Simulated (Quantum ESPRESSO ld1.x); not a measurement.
Input (ld1.x (Quantum ESPRESSO 7.5)):

```
 &input
    zed=42.0,
    iswitch=1,
    rel=1,
    dft='REVPBE',
    config='[He] 2s2 2p0 3s0',
    verbosity='high',
    prefix='ld1',
    max_out_wfc=37,
    file_charge='ld1.rho',
 /
```

Command: `OMP_NUM_THREADS=1 ld1.x < ld1.in > ld1.out`

It prints (banner and zero overlaps left out):

```
     Program LD1 v.7.5 starts

     --------------------------- All-electron run ----------------------------

     scalar relativistic calculation

     atomic number is 42.00
     dft =REVPBE   lsd =0 sic =0 latt =0  beta=0.20 tr2=1.0E-14
     Exchange-correlation= REVPBE
                           (   1   4   4   4   0   0   0)
     mesh =2043 r(mesh) =  99.31835 a.u. xmin = -8.00 dx = 0.00800
     1 Ry =  13.60569312 eV, c = 137.03599908

     n l     nl                  e(Ry)          e(Ha)          e(eV)
     1 0     1S 1( 2.00)   -1699.145953201    -849.572976601 -23118.0584104
     2 0     2S 1( 2.00)    -403.193858758    -201.596929379  -5485.7319113
     2 1     2P 1( 0.00)    -389.263185303    -194.631592651  -5296.1954433
     3 0     3S 1( 0.00)    -173.369521170     -86.684760585  -2358.8125019

     final scf error:  8.9E-15 reached in  20 iterations

     Etot =   -4389.341245 Ry,   -2194.670622 Ha,  -59720.029986 eV

     Ekin =    4597.517510 Ry,    2298.758755 Ha,   62552.412375 eV
     Encl =   -9119.540099 Ry,   -4559.770050 Ha, -124077.664013 eV
     Eh   =     203.393268 Ry,     101.696634 Ha,    2767.306392 eV
     Exc  =     -70.711924 Ry,     -35.355962 Ha,    -962.084740 eV
```

Run on one thread of a shared host, so times are rough (Intel(R) Xeon(R) Processor @ 2.60GHz): 0.57 s of CPU time, 0.63 s wall, 20 iterations on 2043 mesh points.
